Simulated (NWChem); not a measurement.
C₃H₅BO₂; SMILES OB1C=CCO1

```xyz
11

O      0.1305    -2.1432     0.0000
B      0.0949    -0.7816     0.0000
C      1.2809     0.2252     0.0000
C      0.7003     1.4371     0.0000
C     -0.8027     1.3222     0.0000
O     -1.0969    -0.0760     0.0000
H     -0.7655    -2.5134     0.0000
H      2.3540     0.0653     0.0000
H      1.1895     2.4093     0.0000
H     -1.2589     1.7867     0.8855
H     -1.2589     1.7867    -0.8855
```
Atoms are numbered in this order, from 1.

All runs: NWChem. Geometry: optimised at B3LYP/6-31G* (spherical d). Atomic charges in e: unrestrained fits to the electrostatic potential beside Mulliken populations; buried atoms are poorly determined by the fit.

Question: Predict the results for B3LYP/def2-SVP. Quantities: ESP O1; Mulliken O1; ESP B2; Mulliken B2; ESP C3; Mulliken C3; ESP C4; Mulliken C4; ESP C5; Mulliken C5; relative RMS misfit of the potential (%).

Answer: 
```
Item                                      Value
----------------------------------------  -----
ESP O1                                    -0.67
Mulliken O1                               -0.13
ESP B2                                     0.67
Mulliken B2                               -0.04
ESP C3                                    -0.31
Mulliken C3                                0.04
ESP C4                                    -0.18
Mulliken C4                               -0.14
ESP C5                                     0.43
Mulliken C5                                0.30
relative RMS misfit of the potential (%)     30
```
